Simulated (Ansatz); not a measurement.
A nudged elastic band was laid between two geometries of C₂H₁₁AlOSi₂ (17 atoms, charge 0, multiplicity 1).

All numbers below come from RKS PBE-D4/STO-3G in Ansatz 0.2.0.

```
movable images  : 5
climbing image  : yes
spring          : 5.0 eV/Å²
optimiser       : quadratic models (default)
start path      : IDPP
force threshold : 0.05 eV/Å
iteration limit : 60
end points      : relaxed
```

First end point:

```xyz
17
Properties=species:S:1:pos:R:3
C 0.437 -1.909 -1.434
Si 1.543 -0.442 -1.006
Si 0.345 1.331 -0.271
C -1.209 0.822 0.744
O -2.092 1.974 1.074
Al -0.657 -0.072 2.369
H 1.032 -2.759 -1.808
H -0.299 -1.649 -2.214
H -0.121 -2.256 -0.548
H 2.322 -0.085 -2.185
H 2.491 -0.869 0.016
H 1.194 2.199 0.538
H -0.099 2.144 -1.400
H -1.755 0.082 0.100
H -2.331 2.343 0.129
H -0.816 0.575 3.726
H -0.001 -1.427 2.209
```

Last end point:

```xyz
17
Properties=species:S:1:pos:R:3
C 0.387 -1.853 -1.624
Si 1.508 -0.459 -1.025
Si 0.311 1.297 -0.250
C -1.181 0.772 0.845
O -2.101 1.901 1.159
Al -0.529 -0.011 2.491
H 0.979 -2.703 -2.003
H -0.274 -1.516 -2.441
H -0.254 -2.230 -0.810
H 2.374 -0.051 -2.124
H 2.373 -0.983 0.025
H 1.186 2.190 0.503
H -0.203 2.087 -1.366
H -1.718 -0.019 0.257
H -2.391 2.215 0.209
H -0.652 0.713 3.813
H 0.167 -1.351 2.380
```

**Question.** What changes between the two ends?

**Answer.** No bond is made or broken.

**Question.** What energy profile does the band end with?

**Answer.** It converged. The highest image is number 6 of 0 to 6, 0.001 eV above the ends, which have the same energy within 2 meV. The highest image is an end point: on this band no image between the ends rises above it. Limits of this set-up: minimal basis.

```
image  path coordinate (Å)  energy (eV)
    0                 0.00        0.000
    1                 0.11        0.000
    2                 0.23        0.000
    3                 0.34        0.000
    4                 0.45        0.001
    5                 0.56        0.001
    6                 0.66        0.001
```

Time of the run: 56 s on 1 thread of AMD EPYC 7R43 64-Core Processor (Zen 3), on a shared host, peak memory 0.13 GiB.
